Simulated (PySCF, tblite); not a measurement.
Species: C₅H₈F₂SSi.
Geometry (GFN2-xTB, Å), atoms numbered from 1 in this order:
```
atom  x, y, z in Å
F1     2.5307    0.0172   -1.5651
C2     1.6457    0.4919   -0.6503
C3     2.0562    0.5329    0.7926
C4     1.0280   -0.4574    0.3321
F5     1.4423   -1.7652    0.2723
C6    -0.4319   -0.3892    0.7007
C7    -1.3576   -0.9680   -0.3848
Si8   -2.4189    0.5911   -0.6335
S9    -1.0289    1.3470    0.8442
H10    1.0484    1.2891   -1.0761
H11    1.7373    1.3684    1.3948
H12    3.0302    0.1335    1.0293
H13   -0.5683   -0.8738    1.6704
H14   -0.7845   -1.2655   -1.2630
H15   -1.8858   -1.8529   -0.0347
H16   -3.7766    0.5353   -0.1139
H17   -2.2734    1.2774   -1.9084
```

The calculation used PBE0/pcSseg-1 in PySCF (dipole) on a GFN2-xTB geometry, gas phase.

Take the most abundant isotopes and a rigid rotor. The values belong to one conformer with, in the numbering `[F:1][C@@H:2]1[CH2:3][C@@:4]1([F:5])[C@@H:6]1[CH2:7][SiH2:8][S:9]1`, C3–C4–C6–C7 150°.

(1) Give the principal moments of inertia and the rotational constants in GHz.

(2) What kind of rotor is it?

(3) Is it planar, by Δ = Ic − Ia − Ib?

(4) Predict some low-J microwave lines.

(5) Estimate the classical rotational partition function at 50 K, 200 K and 500 K.

## Answers

(1) Ia = 248.66, Ib = 652.02, Ic = 679.87 u·Å²; 505379 MHz·u·Å²/I gives 2032, 775.1 and 743.3 MHz, that is A = 2.0324, B = 0.7751, C = 0.7433 GHz.

(2) A near-prolate asymmetric top. Ray's parameter κ = (2B − A − C)/(A − C) = -0.951; −1 is the prolate and +1 the oblate limit.

(3) Not planar: Δ = Ic − Ia − Ib = -220.81 u·Å². For a rigid frame Δ = −2 Σ m c², so Σ m c² = 110.41 u·Å² lies off the ab plane: 13.11 from hydrogen and 97.30 from heavier atoms. The atom farthest from that plane is 2.14 Å away.

(4) The dipole components are |μa| = 2.38 D, |μb| = 0.36 D, |μc| = 0.12 D. Intensities carry the squares of the components, which stand as 1.00 : 0.02 : 0.00 (a : b : c). Some lines, for components of 0.1 D or more:

```tsv
type	branch	J(Ka,Kc)	MHz	lower level (cm⁻¹)
a	Q	4(1,3) ← 4(1,4)	317	0.544
c	Q	2(1,2) ← 2(0,2)	1226	0.152
b	Q	4(1,3) ← 4(0,4)	1439	0.506
a	R	2(1,1) ← 1(1,0)	3069	0.094
c	Q	2(2,1) ← 2(1,1)	3772	0.196
b	Q	2(2,0) ← 2(1,1)	3773	0.196
a	R	4(3,2) ← 3(3,1)	6075	0.686
a	R	4(1,3) ← 3(1,2)	6136	0.350
b	R	2(2,1) ← 1(1,0)	6841	0.094
c	R	2(2,0) ← 1(1,0)	6841	0.094
b	R	4(1,4) ← 3(0,3)	7190	0.304
c	R	3(2,2) ← 2(1,2)	8423	0.193
```

(5) Point group C1, symmetry number σ = 1; q = (√π/σ)·√((kT/h)³/(ABC)), k/h = 20836.6 MHz/K: 55100 at 50 K, 441000 at 200 K, 1740000 at 500 K.

Its GFN2-xTB frequencies are all real (lowest 34 cm⁻¹). These are rigid-rotor constants of the computed structure; measured ground-state constants (B0) also hold zero-point vibration.
